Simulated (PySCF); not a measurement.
CH$_{4}$BGeN, B$_{2}$GeH$_{4}$N, B$_{2}$GeH$_{3}$N, CH$_{5}$AlBGe and others (calculated)

All values are calculated (PySCF 2.14.0). Calculation on a computer-drawn molecule: the log of a Hartree-Fock and frozen-core CCSD(T) single point meant for a local Hartree-Fock minimum, with one planted fault or none, to be diagnosed. Offsets are logged minus clean, where the clean run is the same molecule without the fault. The reference is restricted for singlets and unrestricted otherwise, and also for a bond in bohr or an excited solution. Adding or removing an electron swaps singlet and doublet. The excited solution moves the top pair (singlet) or top alpha electron (doublet) to the lowest empty orbital. Highest occupied and lowest empty are orbital energies over both spins, largest force is the largest gradient component, triples share is (T) over the correlation energy, the T1 limit is 0.02 restricted and 0.045 unrestricted, electrons count all cores, a negative frequency is imaginary (commonest isotopes), and the dipole is about the centre of nuclear charge; on germanium a core potential holds 10 electrons, which the energies leave out, and 3d is frozen in MP2 and coupled-cluster steps.

Common to all runs: meant multiplicity 1; logged SCF converged yes; logged CC converged yes; logged SCF stable within its kind yes; possible faults no fault, one electron removed, one electron added, multiplicity raised by two, geometry at a saddle point, SCF held on an excited solution, minimal basis STO-3G, one bond length entered in bohr, all coordinates scaled.

```yaml
- entry: 1
  formula: CH4BGeN
  logged_structure:
    atoms_angstrom:
      - [B, -1.589, 0.1362, 1.5826]
      - [C, -1.3619, 0.0899, 0.2081]
      - ["N", 0.886, -0.1111, -1.2142]
      - [Ge, 2.514, 0.5823, -0.7719]
      - [H, -1.8756, 0.2006, 2.7204]
      - [H, -2.2807, 0.1917, -0.3745]
      - [H, 0.7634, -0.608, -2.076]
      - [H, 3.229, -0.0161, -2.0606]
  given:
    meant_charge: 0
    meant_basis: cc-pVDZ
    meant_basis_and_core_potential_on_germanium: "cc-pVDZ-PP ECP10MDF"
    logged_electrons: 54
    logged_basis_functions: 85
    logged_spin_squared: 1.1364
    "logged_highest_occupied [eV]": -8.5799
    "logged_lowest_empty [eV]": 1.0638
    "logged_largest_force [hartree/bohr]": 0.032734
    logged_T1_diagnostic: 0.047614
    logged_D1_diagnostic: 0.17348
    logged_triples_share: 0.036805
    "logged_dipole_magnitude [debye]": 0.84422
    "logged_energy_HF [hartree]": -412.48575
    "logged_energy_CCSD(T) [hartree]": -412.9687
    drawn_bonds_atom: [1, 2, 3, 1, 2, 3, 4]
    drawn_bonds_other_atom: [2, 3, 4, 5, 6, 7, 8]
    drawn_bonds_order: [2, 1, 1, 1, 1, 1, 1]
  results:
    planted_fault: "one bond length entered in bohr, row 2 of the drawn bonds"
    "HF_energy_offset_from_clean_run [kcal/mol]": 83.64
    "CCSD(T)_energy_offset_from_clean_run [kcal/mol]": 105.4
  notes: ["T1 above single-reference limit"]
- entry: 2
  formula: CH4BGeN
  logged_structure:
    atoms_angstrom:
      - [B, -1.6716, 0.1433, 1.6649]
      - [C, -1.4327, 0.0946, 0.219]
      - ["N", -0.1813, -0.0173, -0.5729]
      - [Ge, 1.5313, 0.7122, -0.1075]
      - [H, -1.9731, 0.211, 2.8618]
      - [H, -2.3993, 0.2016, -0.394]
      - [H, -0.3103, -0.5401, -1.4794]
      - [H, 2.2836, 0.0827, -1.4633]
  given:
    meant_charge: 0
    meant_basis: cc-pVDZ
    meant_basis_and_core_potential_on_germanium: "cc-pVDZ-PP ECP10MDF"
    logged_electrons: 54
    logged_basis_functions: 85
    logged_spin_squared: 0.0
    "logged_highest_occupied [eV]": -7.6593
    "logged_lowest_empty [eV]": 1.051
    "logged_largest_force [hartree/bohr]": 0.03796
    logged_T1_diagnostic: 0.02335
    logged_D1_diagnostic: 0.087251
    logged_triples_share: 0.038664
    "logged_dipole_magnitude [debye]": 0.72645
    "logged_energy_HF [hartree]": -412.59883
    "logged_energy_CCSD(T) [hartree]": -413.12922
    drawn_bonds_atom: [1, 2, 3, 1, 2, 3, 4]
    drawn_bonds_other_atom: [2, 3, 4, 5, 6, 7, 8]
    drawn_bonds_order: [2, 1, 1, 1, 1, 1, 1]
  results:
    planted_fault: "all coordinates scaled, by +5.2 %"
    "HF_energy_offset_from_clean_run [kcal/mol]": 12.68
    "CCSD(T)_energy_offset_from_clean_run [kcal/mol]": 4.65
  notes: ["T1 above single-reference limit"]
- entry: 3
  formula: B2GeH4N
  logged_structure:
    atoms_angstrom:
      - [B, -0.4099, 0.3152, -2.3578]
      - ["N", 0.2534, 0.6898, -1.3552]
      - [B, 1.093, 1.1711, -0.3906]
      - [Ge, 0.4614, 0.7735, 1.617]
      - [H, -1.0425, -0.0423, -3.2734]
      - [H, 2.1117, 1.7718, -0.5142]
      - [H, -0.4594, 1.6747, 2.4302]
      - [H, 1.1196, -1.603, 3.103]
  given:
    meant_charge: 1
    meant_basis: cc-pVDZ
    meant_basis_and_core_potential_on_germanium: "cc-pVDZ-PP ECP10MDF"
    logged_electrons: 52
    logged_basis_functions: 85
    logged_spin_squared: 0.9104
    "logged_highest_occupied [eV]": -14.535
    "logged_lowest_empty [eV]": -5.4045
    "logged_largest_force [hartree/bohr]": 0.01499
    logged_T1_diagnostic: 0.031262
    logged_D1_diagnostic: 0.12013
    logged_triples_share: 0.040116
    "logged_dipole_magnitude [debye]": 1.5597
    "logged_energy_HF [hartree]": -399.19737
    "logged_energy_CCSD(T) [hartree]": -399.61589
    drawn_bonds_atom: [1, 2, 3, 1, 3, 4, 4]
    drawn_bonds_other_atom: [2, 3, 4, 5, 6, 7, 8]
    drawn_bonds_order: [2, 1, 1, 1, 1, 1, 1]
  results:
    planted_fault: "one bond length entered in bohr, row 7 of the drawn bonds"
    "HF_energy_offset_from_clean_run [kcal/mol]": 58.73
    "CCSD(T)_energy_offset_from_clean_run [kcal/mol]": 68.95
- entry: 4
  formula: B2GeH4N
  logged_structure:
    atoms_angstrom:
      - [B, -0.4099, 0.3152, -2.3578]
      - ["N", 0.2534, 0.6898, -1.3552]
      - [B, 1.093, 1.1711, -0.3906]
      - [Ge, 0.4614, 0.7735, 1.617]
      - [H, -1.0425, -0.0423, -3.2734]
      - [H, 2.1117, 1.7718, -0.5142]
      - [H, -0.4594, 1.6747, 2.4302]
      - [H, 0.8097, -0.4841, 2.4034]
  given:
    meant_charge: 1
    meant_basis: cc-pVDZ
    meant_basis_and_core_potential_on_germanium: "cc-pVDZ-PP ECP10MDF"
    logged_electrons: 52
    logged_basis_functions: 85
    logged_spin_squared: 2.023
    "logged_highest_occupied [eV]": -12.609
    "logged_lowest_empty [eV]": -7.5651
    "logged_largest_force [hartree/bohr]": 0.063077
    logged_T1_diagnostic: 0.018622
    logged_D1_diagnostic: 0.050354
    logged_triples_share: 0.038045
    "logged_dipole_magnitude [debye]": 6.2021
    "logged_energy_HF [hartree]": -399.19529
    "logged_energy_CCSD(T) [hartree]": -399.62644
    drawn_bonds_atom: [1, 2, 3, 1, 3, 4, 4]
    drawn_bonds_other_atom: [2, 3, 4, 5, 6, 7, 8]
    drawn_bonds_order: [2, 1, 1, 1, 1, 1, 1]
  results:
    planted_fault: "multiplicity raised by two"
    "HF_energy_offset_from_clean_run [kcal/mol]": 60.03
    "CCSD(T)_energy_offset_from_clean_run [kcal/mol]": 62.34
- entry: 5
  formula: B2GeH4N
  logged_structure:
    atoms_angstrom:
      - [B, -0.3903, 0.3001, -2.2446]
      - ["N", 0.2413, 0.6567, -1.2902]
      - [B, 1.0405, 1.1149, -0.3718]
      - [Ge, 0.4392, 0.7364, 1.5393]
      - [H, -0.9925, -0.0403, -3.1162]
      - [H, 2.0104, 1.6868, -0.4896]
      - [H, -0.4374, 1.5943, 2.3136]
      - [H, 0.7708, -0.4608, 2.288]
  given:
    meant_charge: 1
    meant_basis: cc-pVDZ
    meant_basis_and_core_potential_on_germanium: "cc-pVDZ-PP ECP10MDF"
    logged_electrons: 52
    logged_basis_functions: 85
    logged_spin_squared: 0.0
    "logged_highest_occupied [eV]": -15.364
    "logged_lowest_empty [eV]": -5.2535
    "logged_largest_force [hartree/bohr]": 0.064574
    logged_T1_diagnostic: 0.013992
    logged_D1_diagnostic: 0.035323
    logged_triples_share: 0.031947
    "logged_dipole_magnitude [debye]": 1.1021
    "logged_energy_HF [hartree]": -399.26927
    "logged_energy_CCSD(T) [hartree]": -399.69552
    drawn_bonds_atom: [1, 2, 3, 1, 3, 4, 4]
    drawn_bonds_other_atom: [2, 3, 4, 5, 6, 7, 8]
    drawn_bonds_order: [2, 1, 1, 1, 1, 1, 1]
  results:
    planted_fault: "all coordinates scaled, by -4.8 %"
    "HF_energy_offset_from_clean_run [kcal/mol]": 13.61
    "CCSD(T)_energy_offset_from_clean_run [kcal/mol]": 18.99
- entry: 6
  formula: B2GeH3N
  logged_structure:
    atoms_angstrom:
      - [B, 0.1489, -0.2461, -0.8956]
      - ["N", 1.0873, -0.6196, -0.1714]
      - [B, 2.1597, -1.0057, 0.6602]
      - [Ge, 3.443, 0.4775, 1.4677]
      - [H, -0.736, 0.1015, -1.5793]
      - [H, 2.3473, -2.1795, 0.8661]
      - [H, 2.5876, 0.5773, 2.801]
  given:
    meant_charge: 0
    meant_basis: cc-pVDZ
    meant_basis_and_core_potential_on_germanium: "cc-pVDZ-PP ECP10MDF"
    logged_electrons: 51
    logged_basis_functions: 80
    logged_spin_squared: 0.7804
    "logged_highest_occupied [eV]": -15.363
    "logged_lowest_empty [eV]": -6.2105
    "logged_largest_force [hartree/bohr]": 0.058887
    logged_T1_diagnostic: 0.022145
    logged_D1_diagnostic: 0.081922
    logged_triples_share: 0.037944
    "logged_dipole_magnitude [debye]": 1.197
    "logged_energy_HF [hartree]": -398.67711
    "logged_energy_CCSD(T) [hartree]": -399.09344
    drawn_bonds_atom: [1, 2, 3, 1, 3, 4]
    drawn_bonds_other_atom: [2, 3, 4, 5, 6, 7]
    drawn_bonds_order: [2, 1, 1, 1, 1, 1]
  results:
    planted_fault: "one electron removed"
    "HF_energy_offset_from_clean_run [kcal/mol]": 163.7
    "CCSD(T)_energy_offset_from_clean_run [kcal/mol]": 182.8
- entry: 7
  formula: CH5AlBGe
  logged_structure:
    atoms_angstrom:
      - [B, 0.0396, -2.5985, -0.7478]
      - [C, 1.0424, -1.892, -0.0681]
      - [Al, 1.1929, -0.0737, 0.6551]
      - [Ge, 1.2553, -0.2365, -1.7443]
      - [H, -0.8106, -3.1776, -1.3121]
      - [H, 1.952, -2.4881, 0.0888]
      - [H, 1.3083, 0.6674, 2.0073]
      - [H, 2.4156, -0.6636, -2.6255]
      - [H, -0.083, -0.3445, -2.4733]
  given:
    meant_charge: 1
    meant_basis: "cc-pV(D+d)Z"
    meant_basis_and_core_potential_on_germanium: "cc-pVDZ-PP ECP10MDF"
    logged_electrons: 60
    logged_basis_functions: 99
    logged_spin_squared: 0.0
    "logged_highest_occupied [eV]": -14.078
    "logged_lowest_empty [eV]": -3.6888
    "logged_largest_force [hartree/bohr]": 1.7145e-05
    "logged_lowest_frequency [cm^-1]": 125.38
    logged_T1_diagnostic: 0.016089
    logged_D1_diagnostic: 0.045822
    logged_triples_share: 0.037263
    "logged_dipole_magnitude [debye]": 2.6914
    "logged_energy_HF [hartree]": -600.46327
    "logged_energy_CCSD(T) [hartree]": -600.87345
    drawn_bonds_atom: [1, 2, 3, 1, 2, 3, 4, 4]
    drawn_bonds_other_atom: [2, 3, 4, 5, 6, 7, 8, 9]
    drawn_bonds_order: [2, 1, 1, 1, 1, 1, 1, 1]
  results:
    planted_fault: "no fault"
    "HF_energy_offset_from_clean_run [kcal/mol]": 0.0
    "CCSD(T)_energy_offset_from_clean_run [kcal/mol]": 0.0
- entry: 8
  formula: CH5AlBGe
  logged_structure:
    atoms_angstrom:
      - [B, 0.0396, -2.5985, -0.7478]
      - [C, 1.0424, -1.892, -0.0681]
      - [Al, 1.1929, -0.0737, 0.6551]
      - [Ge, 1.2553, -0.2365, -1.7443]
      - [H, -0.8106, -3.1776, -1.3121]
      - [H, 1.952, -2.4881, 0.0888]
      - [H, 1.3083, 0.6674, 2.0073]
      - [H, 2.4156, -0.6636, -2.6255]
      - [H, -0.083, -0.3445, -2.4733]
  given:
    meant_charge: 1
    meant_basis: "cc-pV(D+d)Z"
    meant_basis_and_core_potential_on_germanium: "cc-pVDZ-PP ECP10MDF"
    logged_electrons: 61
    logged_basis_functions: 99
    logged_spin_squared: 0.7725
    "logged_highest_occupied [eV]": -4.9446
    "logged_lowest_empty [eV]": 1.657
    "logged_largest_force [hartree/bohr]": 0.026409
    logged_T1_diagnostic: 0.022705
    logged_D1_diagnostic: 0.09184
    logged_triples_share: 0.040179
    "logged_dipole_magnitude [debye]": 4.0897
    "logged_energy_HF [hartree]": -600.62114
    "logged_energy_CCSD(T) [hartree]": -601.05272
    drawn_bonds_atom: [1, 2, 3, 1, 2, 3, 4, 4]
    drawn_bonds_other_atom: [2, 3, 4, 5, 6, 7, 8, 9]
    drawn_bonds_order: [2, 1, 1, 1, 1, 1, 1, 1]
  results:
    planted_fault: "one electron added"
    "HF_energy_offset_from_clean_run [kcal/mol]": -99.06
    "CCSD(T)_energy_offset_from_clean_run [kcal/mol]": -112.5
- entry: 9
  formula: CH4BGe
  logged_structure:
    atoms_angstrom:
      - [B, -0.9629, 0.8197, 2.7262]
      - [C, -0.8655, 1.5259, 1.5901]
      - [Ge, 1.1307, 2.2647, 1.981]
      - [H, -0.9996, 0.2157, 3.737]
      - [H, -1.234, 1.8897, 0.6556]
      - [H, 1.0075, 2.8049, 3.4848]
      - [H, 1.9148, 0.9298, 2.3953]
  given:
    meant_charge: -1
    meant_basis: aug-cc-pVDZ
    meant_basis_and_core_potential_on_germanium: "aug-cc-pVDZ-PP ECP10MDF"
    logged_electrons: 48
    logged_basis_functions: 114
    logged_spin_squared: 2.0097
    "logged_highest_occupied [eV]": 0.50929
    "logged_lowest_empty [eV]": 2.6263
    "logged_largest_force [hartree/bohr]": 0.059955
    logged_T1_diagnostic: 0.073585
    logged_D1_diagnostic: 0.39239
    logged_triples_share: 0.040729
    "logged_dipole_magnitude [debye]": 13.823
    "logged_energy_HF [hartree]": -358.08989
    "logged_energy_CCSD(T) [hartree]": -358.45048
    drawn_bonds_atom: [1, 2, 1, 2, 3, 3]
    drawn_bonds_other_atom: [2, 3, 4, 5, 6, 7]
    drawn_bonds_order: [2, 1, 1, 1, 1, 1]
  results:
    planted_fault: "multiplicity raised by two"
    "HF_energy_offset_from_clean_run [kcal/mol]": 62.16
    "CCSD(T)_energy_offset_from_clean_run [kcal/mol]": 87.3
  notes: ["T1 above single-reference limit", "highest electron not bound in this basis"]
- entry: 10
  formula: CH4BGe
  logged_structure:
    atoms_angstrom:
      - [B, -0.9629, 0.8197, 2.7262]
      - [C, -0.8655, 1.5259, 1.5901]
      - [Ge, 1.1307, 2.2647, 1.981]
      - [H, -0.9996, 0.2157, 3.737]
      - [H, -1.234, 1.8897, 0.6556]
      - [H, 1.0075, 2.8049, 3.4848]
      - [H, 1.9148, 0.9298, 2.3953]
  given:
    meant_charge: -1
    meant_basis: aug-cc-pVDZ
    meant_basis_and_core_potential_on_germanium: "aug-cc-pVDZ-PP ECP10MDF"
    logged_electrons: 48
    logged_basis_functions: 114
    logged_spin_squared: 0.0
    "logged_highest_occupied [eV]": -2.4099
    "logged_lowest_empty [eV]": 3.6187
    "logged_largest_force [hartree/bohr]": 3.8952e-06
    "logged_lowest_frequency [cm^-1]": 36.078
    logged_T1_diagnostic: 0.017979
    logged_D1_diagnostic: 0.056039
    logged_triples_share: 0.044626
    "logged_dipole_magnitude [debye]": 0.11853
    "logged_energy_HF [hartree]": -358.18896
    "logged_energy_CCSD(T) [hartree]": -358.58959
    drawn_bonds_atom: [1, 2, 1, 2, 3, 3]
    drawn_bonds_other_atom: [2, 3, 4, 5, 6, 7]
    drawn_bonds_order: [2, 1, 1, 1, 1, 1]
  results:
    planted_fault: "no fault"
    "HF_energy_offset_from_clean_run [kcal/mol]": 0.0
    "CCSD(T)_energy_offset_from_clean_run [kcal/mol]": 0.0
```
